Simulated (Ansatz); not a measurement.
Gas-phase electronic energies from Ansatz, PBE0-D4/def2-TZVP geometries. CCSD(T)/CBS adds triple-zeta CCSD(T) − MP2 to the extrapolated MP2 energy (def2 sets, frozen cores). This one scheme is used for every species. DFT in def2-TZVPP. For Ge, Se outer-core shells are correlated without core-valence functions, which leaves a few kJ/mol of doubt a bond. Scalar relativity is left out up to krypton. One conformer a species, not always the lowest.

Consider the formal exchange of groups at a Ge–F bond: `[F][GeH]([F])[SeH]` + CH₄ → `[CH3][GeH]([F])[SeH]` + H–F.

| level | ΔE (kJ/mol) |
| --- | --- |
| LDA (SPW92) | 64.5 |
| B97M-V | 87.2 |
| ωB97X-V | 76.6 |
| BHLYP | 83.1 |

(1) What does CCSD(T)/CBS give? (Best estimate.)

Largest T1 diagnostic among the species: 0.011.

## Answers

(1) The calculation gave: +62.5 kJ/mol. The listed levels differ from it by 2.0, 24.7, 14.1, 20.6 kJ/mol.

From BLYP to BHLYP (50 % exact exchange), in def2-TZVPP and without D4, ΔE moves by −4.1 kJ/mol. The D4 term adds −6.0 kJ/mol with B3LYP and −3.4 kJ/mol with PBE0; it sums over pairs of atoms, weighted by their polarisabilities, and B3LYP, whose exchange is more repulsive, gets the larger term. Leaving LDA and LC-ωPBE aside and taking each functional with its dispersion term where it has one, the values, not all of them listed here, spread over 20.9 kJ/mol, from HSE06-D4 to B97M-V. LDA lies −8.9 kJ/mol from PBE without D4.

B3LYP here is the variant with VWN-RPA as its local correlation; programs differ in this.
